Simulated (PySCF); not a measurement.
CH₄N, SMILES [CH2]N, multiplicity 2. Atoms are numbered in the order given.

```xyz
6

C     -0.7231     0.0781     0.0000
N      0.6518    -0.0952     0.0000
H     -1.2397    -0.1162    -0.9302
H     -1.2397    -0.1162     0.9302
H      1.1277     0.2151     0.8326
H      1.1277     0.2151    -0.8326
```
Charge 0, spin multiplicity 2.

Geometry: PBE0-D3(BJ)/def2-TZVP. The isomer is the one that the SMILES or the coordinates give; other isomers of the formula were not compared.

Method: PBE/def2-TZVPD in PySCF.

Mulliken values depend strongly on the basis, most of all with diffuse functions as here. ESP charges are fitted to the potential on shells at 1.4 to 2.0 van der Waals radii. Atomic charges (e):

```json
[
 {"atom": "C1", "Mulliken": "-0.45", "ESP fit": "-0.55", "Mulliken spin": "0.79"},
 {"atom": "N2", "Mulliken": "-0.27", "ESP fit": "-0.53", "Mulliken spin": "0.20"},
 {"atom": "H3", "Mulliken": "0.18", "ESP fit": "0.22", "Mulliken spin": "0.01"},
 {"atom": "H4", "Mulliken": "0.18", "ESP fit": "0.22", "Mulliken spin": "0.01"},
 {"atom": "H5", "Mulliken": "0.18", "ESP fit": "0.32", "Mulliken spin": "0.00"},
 {"atom": "H6", "Mulliken": "0.18", "ESP fit": "0.32", "Mulliken spin": "0.00"}
]
```
